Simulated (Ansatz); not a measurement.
Basis-set extrapolation for `[SiH3][SiH2]SCS` (PBE0-D4/def2-TZVP geometry, frozen core, the Gaussian-basis code of Ansatz). Multiplicity 1, RHF reference.

```csv
,def2-TZVPP,def2-QZVPP
HF,-1415.522180,-1415.564315
MP2 correlation,-0.785365,-0.847561
CCSD(T) correlation,-0.903947,not run
```

Energies in hartree. Use E(X) = E(∞) + A·exp(−7.88·√X) for Hartree–Fock and E(X) = E(∞) + B·X^(−2.97) for correlation, with X = 3 and 4, and add CCSD(T) minus MP2 of the smaller set to the MP2 limit.

Q: What is the CCSD(T) energy at the basis-set limit?

A: HF limit: -1415.564315 + (-0.042135) × 0.13774 = -1415.57012. MP2 limit: -0.847561 + (-0.062196) × 0.74074 = -0.89363. Higher-order term: -0.903947 − (-0.785365) = -0.11858. Total: -1416.58233 hartree, 410.1 kJ/mol below CCSD(T)/def2-TZVPP.
